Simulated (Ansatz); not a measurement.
Cartesian coordinates in Å:
```
C -0.0384 1.7815 -1.2060
In -0.2339 0.0083 -0.0732
C 1.0916 -1.1836 1.0968
O -2.0866 -0.7509 -0.0829
H -0.8739 2.2301 -1.7374
H 0.8952 2.3276 -1.3130
H 1.4030 -0.6367 1.9879
H 0.5733 -2.0930 1.3988
H 1.9832 -1.4452 0.5260
H -2.7134 -0.2381 -0.5970
```

The species carries charge 0 and has multiplicity 2. In takes the def2 core potential.

Question: List the B3LYP/def2-TZVPP orbital energies in eV (Ansatz 0.2.0). (Estimate.)

Answer: Ansatz gave: α occupied: -519.30, -277.42, -276.60, -126.72, -83.45, -83.14, -83.12, -25.52, -20.78, -20.48, -20.41, -20.40, -20.24, -18.35, -18.05, -12.16, -11.48, -11.00, -10.99, -10.29, -7.83, -7.78, -7.76, -6.68. α empty: -0.64, -0.64, 0.30, 0.75, 1.82, 2.13, 2.44, 2.86. β occupied: -519.29, -277.07, -276.61, -126.71, -83.43, -83.13, -83.11, -25.50, -20.74, -20.45, -20.39, -20.37, -20.22, -18.36, -17.12, -12.14, -11.25, -10.99, -10.98, -10.16, -7.85, -7.63, -7.54. β empty: -2.99, -0.51, -0.08, 0.30, 0.81, 1.85, 2.16, 2.47. ⟨S²⟩ = 0.754.

B3LYP here is the variant with VWN-RPA as its local correlation; programs differ in this.
